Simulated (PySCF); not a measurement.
# Bonding in `CC(C)[SiH2]S[SiH](N)N`

C3H14N2SSi2.
Numbering: `[CH3:1][CH:2]([CH3:3])[SiH2:4][S:5][SiH:6]([NH2:7])[NH2:8]` (hydrogens: H9, H10, H11 on C1; H12 on C2; H13, H14, H15 on C3; H16, H17 on Si4; H18 on Si6; H19, H20 on N7; H21, H22 on N8)

Cartesian coordinates in Å at the GFN2-xTB level; atoms count from 1:
```
atom  x, y, z in Å
C1    -1.411    1.804   -0.194
C2    -1.297    0.365   -0.693
C3    -2.448    0.043   -1.641
Si4   -1.240   -0.869    0.759
S5     0.458   -0.529    2.013
Si6    2.143   -0.957    0.710
N7     2.172    0.300   -0.462
N8     3.611   -1.094    1.604
H9    -2.361    1.956    0.315
H10   -0.613    2.036    0.510
H11   -1.354    2.508   -1.024
H12   -0.360    0.277   -1.257
H13   -3.402    0.123   -1.123
H14   -2.460    0.737   -2.481
H15   -2.359   -0.967   -2.034
H16   -2.355   -0.685    1.679
H17   -1.177   -2.241    0.256
H18    1.930   -2.231    0.041
H19    1.875    1.224   -0.193
H20    2.967    0.354   -1.077
H21    3.976   -0.264    2.047
H22    3.693   -1.867    2.245
```

Bond orders from the PBE0/pcSseg-1 density (PySCF). Geometry: GFN2-xTB, one conformer, isolated molecule.

Problem. How far do the computed orders between heavy atoms stray from the drawn ones?

Solution. The largest departure is 0.120, at C2–Si4 (drawn single, 0.880).

Problem. Give the Mayer order of every bond between heavy atoms, beside its length.

Solution. 
```json
{"bond": "C1–C2", "drawn as": "single", "length (Å)": "1.528", "Mayer order": "1.031"}
{"bond": "C2–C3", "drawn as": "single", "length (Å)": "1.525", "Mayer order": "1.034"}
{"bond": "C2–Si4", "drawn as": "single", "length (Å)": "1.906", "Mayer order": "0.880"}
{"bond": "Si4–S5", "drawn as": "single", "length (Å)": "2.138", "Mayer order": "0.956"}
{"bond": "S5–Si6", "drawn as": "single", "length (Å)": "2.173", "Mayer order": "0.903"}
{"bond": "Si6–N7", "drawn as": "single", "length (Å)": "1.719", "Mayer order": "1.042"}
{"bond": "Si6–N8", "drawn as": "single", "length (Å)": "1.724", "Mayer order": "1.069"}
```

Bonds between the same two heavy elements. C–C: all 2 within 0.02 of one another (1.031 to 1.034). S–Si: lowest S5–Si6 (0.903, 2.173 Å), highest Si4–S5 (0.956, 2.138 Å). N–Si: lowest Si6–N7 (1.042, 1.719 Å), highest Si6–N8 (1.069, 1.724 Å); in 1 of the 1 pairs the longer bond (by over 0.003 Å) has the higher order (by 0.02 or more).

Problem. And the bonds to hydrogen?

Solution. C–H: 0.91 to 0.97 (7 bonds); H–Si: 0.91 to 0.95 (3 bonds); H–N: 0.94 to 0.95 (4 bonds).

Problem. Sum the orders of all bonds at each heavy atom with more than one neighbour and set the sums beside the valence in the SMILES.

Solution. C1 3.921 (drawn 4), C2 3.857 (drawn 4), C3 3.927 (drawn 4), Si4 3.718 (drawn 4), S5 1.859 (drawn 2), Si6 3.927 (drawn 4), N7 2.924 (drawn 3), N8 2.959 (drawn 3). Orders between atoms that aren't bonded are not in these sums.

For a closed shell the Mayer order of atoms A and B is Σ (PS)μν (PS)νμ over the basis functions μ on A and ν on B, with P the density and S the overlap matrix.
